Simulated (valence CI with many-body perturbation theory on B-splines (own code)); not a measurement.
# E1 transitions of Mn XIX

Method: configuration interaction combined with many-body perturbation theory (CI+MBPT): five valence electrons over a frozen Dirac-Fock core [He], a basis of 11 s, 11 p, 10 d, 8 f, 5 g, 2 h functions for each j, with the one-electron correlation potential Σ1, the two-electron term Σ2, the three-electron term Σ3, Breit, model QED; selected CI, second order for the rest, scaled by the run's own slope (own B-spline code, finite nucleus).

No measured spectrum was set against this ion. As an estimate, levels of excited configurations hold to 0.05 to 0.15 % of their energy, terms of the ground configuration to about 0.5 %. Among the levels kept, up to 5400 cm⁻¹ of a level comes from second order outside the variational space, and about a tenth of that is noise between levels of different J, which matters for small intervals.

Lines 101 to 150 of 596 in falling wavelength, among levels below 8069.4 × 10³ cm⁻¹, chosen from the strongest by gf and those to the six lowest levels. Wavelengths and rates use the calculated energies, so an error of 600 cm⁻¹ moves a line at 416.8 Å by 0.25 % and its rate by three times that or more. Electric multipoles are in the length gauge with retardation, E1 and E2 with the static RPA response of the core. Weak lines are less certain than strong ones. Lines between different terms over intervals too small for the method are left out, as are lines whose strength nearly cancels. Where a level lies close to another of its J and parity, the split of strength between their lines is uncertain. The highest levels of a list are the least certain.

Names give the largest LS component (configuration and term), which can be under half, so a name can repeat, a term be missing and a line seem to break the LS rules; names also repeat where a configuration has a term twice. Letters in brackets count levels of one name in rising energy.

```
λ vac (Å)                   Upper                   Lower   A (s⁻¹)  S (a.u.)
    416.8    2s 2p3 3p 2D_3/2 [a]   2s 2p3 3s 2D°_3/2 [a]  1.83e+09  2.62e-01
    416.4       2s 2p3 3d 6D°_1/2        2s 2p3 3p 6P_3/2  2.83e+09  2.02e-01
    416.1       2s2 2p2 3d 2G_7/2      2s2 2p2 3p 2F°_5/2  2.19e+09  6.22e-01
    416.0       2s 2p3 3d 6D°_3/2        2s 2p3 3p 6P_3/2  2.01e+09  2.86e-01
    415.4       2s 2p3 3d 6D°_5/2        2s 2p3 3p 6P_3/2  8.91e+08  1.89e-01
    415.2   2s 2p3 3d 4F°_5/2 [b]    2s 2p3 3p 4D_3/2 [b]  2.29e+09  4.86e-01
    414.5       2s2 2p2 3d 2G_9/2      2s2 2p2 3p 2F°_7/2  2.79e+09  9.79e-01
    413.9   2s 2p3 3d 4D°_7/2 [b]    2s 2p3 3p 2F_5/2 [a]  8.68e+08  2.43e-01
    412.2       2s2 2p2 3d 4P_5/2      2s2 2p2 3p 4S°_3/2  7.66e+08  1.59e-01
    411.6  2s2 2p2 3p 2P°_3/2 [c]       2s2 2p2 3s 2S_1/2  2.88e+09  3.97e-01
    410.9   2s2 2p2 3d 2D_5/2 [d]  2s2 2p2 3p 2P°_3/2 [c]  2.64e+09  5.43e-01
    410.8       2s2 2p2 3d 2F_5/2  2s2 2p2 3p 2D°_3/2 [a]  2.21e+09  4.53e-01
    410.6   2s2 2p2 3d 2D_3/2 [b]  2s2 2p2 3p 2D°_3/2 [b]  1.22e+09  1.67e-01
    410.5   2s 2p3 3d 4P°_5/2 [b]        2s 2p3 3p 4S_3/2  1.73e+09  3.54e-01
    408.5   2s2 2p2 3d 4F_5/2 [a]      2s2 2p2 3p 4D°_3/2  2.66e+09  5.37e-01
    407.6       2s 2p3 3d 4G°_5/2        2s 2p3 3p 4F_3/2  2.26e+09  4.53e-01
    407.6    2s 2p3 3p 2D_5/2 [a]   2s 2p3 3s 2D°_5/2 [a]  2.99e+09  6.00e-01
    407.6   2s 2p3 3d 2F°_7/2 [a]    2s 2p3 3p 2D_5/2 [a]  1.97e+09  5.27e-01
    407.0    2s 2p3 3p 4P_1/2 [c]       2s 2p3 3s 4P°_3/2  2.74e+09  1.82e-01
    406.7   2s 2p3 3d 2D°_3/2 [b]    2s 2p3 3p 2P_1/2 [b]  1.03e+09  1.37e-01
    406.4      2s2 2p2 3p 4S°_3/2       2s2 2p2 3s 4P_5/2  2.35e+09  3.11e-01
    405.9   2s 2p3 3d 4P°_3/2 [b]        2s 2p3 3p 4S_3/2  1.30e+09  1.72e-01
    405.8   2s 2p3 3d 2G°_7/2 [b]    2s 2p3 3p 2F_5/2 [b]  2.90e+09  7.66e-01
    405.5   2s 2p3 3d 2D°_5/2 [c]    2s 2p3 3p 2P_3/2 [c]  1.41e+09  2.78e-01
    405.1   2s 2p3 3d 2G°_9/2 [a]    2s 2p3 3p 2F_7/2 [a]  2.86e+09  9.38e-01
    404.7   2s2 2p2 3d 2D_5/2 [b]  2s2 2p2 3p 2D°_3/2 [b]  9.30e+08  1.82e-01
    403.8   2s2 2p2 3d 2F_7/2 [a]  2s2 2p2 3p 2D°_5/2 [a]  2.46e+09  6.38e-01
    403.6    2s 2p3 3p 2D_5/2 [c]   2s 2p3 3s 2D°_5/2 [b]  2.85e+09  5.54e-01
    403.4   2s2 2p2 3d 4F_5/2 [b]      2s2 2p2 3p 4D°_5/2  5.98e+08  1.16e-01
    403.2   2s 2p3 3d 4D°_3/2 [c]    2s 2p3 3p 2P_1/2 [c]  1.38e+09  1.79e-01
    403.1   2s 2p3 3d 4D°_5/2 [d]    2s 2p3 3p 4P_3/2 [d]  1.79e+09  3.48e-01
    402.6   2s 2p3 3d 2F°_7/2 [c]    2s 2p3 3p 2F_7/2 [b]  8.46e+08  2.18e-01
    402.5   2s 2p3 3d 2F°_5/2 [a]    2s 2p3 3p 2D_5/2 [a]  1.16e+09  2.24e-01
    400.4   2s 2p3 3d 2F°_7/2 [b]    2s 2p3 3p 2D_5/2 [b]  2.62e+09  6.65e-01
    399.8   2s 2p3 3d 4D°_3/2 [c]    2s 2p3 3p 4P_3/2 [d]  1.07e+09  1.35e-01
    399.4   2s 2p3 3d 2G°_7/2 [a]    2s 2p3 3p 2F_5/2 [a]  2.22e+09  5.59e-01
    399.2   2s2 2p2 3d 2F_7/2 [b]  2s2 2p2 3p 2D°_5/2 [b]  2.22e+09  5.59e-01
    398.9   2s 2p3 3d 4F°_3/2 [b]    2s 2p3 3p 4D_1/2 [b]  2.15e+09  2.69e-01
    396.5       2s2 2p2 3d 4D_7/2      2s2 2p2 3p 4P°_5/2  2.12e+09  5.21e-01
    394.7  2s2 2p2 3p 2D°_5/2 [b]       2s2 2p2 3s 2D_5/2  2.50e+09  4.56e-01
    394.6       2s2 2p2 3d 4P_3/2      2s2 2p2 3p 4S°_3/2  1.59e+09  1.93e-01
    394.2    2s 2p3 3p 4P_5/2 [c]       2s 2p3 3s 4P°_3/2  1.19e+09  2.17e-01
    393.8   2s 2p3 3d 2F°_5/2 [b]    2s 2p3 3p 2D_3/2 [b]  2.46e+09  4.46e-01
    393.6   2s2 2p2 3d 4F_5/2 [b]      2s2 2p2 3p 4P°_3/2  2.12e+09  3.84e-01
    392.1   2s 2p3 3d 4D°_7/2 [b]    2s 2p3 3p 4D_7/2 [a]  9.36e+08  2.23e-01
    391.5  2s2 2p2 3p 2P°_1/2 [b]       2s2 2p2 3s 2D_3/2  2.38e+09  1.41e-01
    391.3   2s 2p3 3d 4D°_7/2 [c]    2s 2p3 3p 4D_7/2 [b]  1.14e+09  2.69e-01
    391.1   2s 2p3 3d 2D°_3/2 [a]    2s 2p3 3p 2D_3/2 [a]  1.50e+09  1.77e-01
    391.1    2s 2p3 3p 2S_1/2 [a]   2s 2p3 3s 2P°_3/2 [a]  2.02e+09  1.19e-01
    391.1   2s2 2p2 3d 2D_3/2 [a]  2s2 2p2 3p 2P°_1/2 [a]  1.29e+09  1.52e-01
```
